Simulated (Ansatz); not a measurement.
`N=C=[Se]`, relaxed with RKS PBE0-D4/def2-TZVP in Ansatz from a PBE-D4/def2-SVP geometry. The force threshold is 0.005 eV/Å; the program also tests the step.

The species carries charge 0 and has multiplicity 1.

Start:

```xyz
4

N    -0.016    0.644    0.582
C     0.035   -0.118   -0.362
Se    0.133   -1.056   -1.805
H    -0.152    0.530    1.585
```

```json
{"step": "1", "energy (eV)": "-67882.5029", "largest force (eV/Å)": "1.078", "largest move (Å)": "0.000"}
{"step": "2", "energy (eV)": "-67882.5329", "largest force (eV/Å)": "0.159", "largest move (Å)": "0.021"}
{"step": "3", "energy (eV)": "-67882.5336", "largest force (eV/Å)": "0.065", "largest move (Å)": "0.004"}
{"step": "4", "energy (eV)": "-67882.5339", "largest force (eV/Å)": "0.027", "largest move (Å)": "0.005"}
{"step": "5", "energy (eV)": "-67882.5341", "largest force (eV/Å)": "0.010", "largest move (Å)": "0.007"}
{"step": "6", "energy (eV)": "-67882.5341", "largest force (eV/Å)": "0.000", "largest move (Å)": "0.001"}
```

End:

```xyz
4

N    -0.017    0.627    0.577
C     0.035   -0.111   -0.356
Se    0.132   -1.046   -1.788
H    -0.150    0.530    1.567
```

Run time 12 s (2 threads of an Arm Neoverse V2 on a shared host); peak host memory 0.19 GiB.
